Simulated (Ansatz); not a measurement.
Stepwise reaction of `CB[SiH2]BC` with ammonia, as a gas-phase model of exchange steps in deposition or etching. ΔE in kJ/mol.

Program: Ansatz. Geometries: PBE0-D4/def2-TZVP. ΔE: electronic, gas phase. CCSD(T)/CBS adds triple-zeta CCSD(T) − MP2 to the extrapolated MP2 energy (def2 sets, frozen cores). This one scheme is used for every species. Functionals use def2-TZVPP. B3LYP here is the variant with VWN-RPA as its local correlation; programs differ in this. One conformer a species, not always the lowest.

| step | reaction | PBE-D4 | B3LYP-D4 | ωB97M-V | CCSD(T)/CBS |
| --- | --- | --- | --- | --- | --- |
| 2 | `CB[SiH2]N` + NH₃ → `N[SiH2]N` + `BC` | -67.7 | -84.0 | -88.4 | -84.9 |

Q: Give the row of step 1, `CB[SiH2]BC` + NH₃ → `CB[SiH2]N` + `BC`. (Estimate.)

A: Ansatz gave: 
```
step                                 reaction  PBE-D4  B3LYP-D4  ωB97M-V  CCSD(T)/CBS
   1  `CB[SiH2]BC` + NH₃ → `CB[SiH2]N` + `BC`   -27.5     -47.9    -52.3        -47.2
```

Q: By hand: ΔE of the 2 steps together at CCSD(T)/CBS.

A: (-47.2) + (-84.9) = -132.1 kJ/mol, or -66.1 kJ/mol a step.

In ΔE each step is lower than the one before. All are downhill at CCSD(T)/CBS. PBE-D4 differs from CCSD(T)/CBS by 17.2 to 19.7 kJ/mol a step. Isolated molecules leave out the surface, adducts and barriers. Largest T1 diagnostic: 0.013.
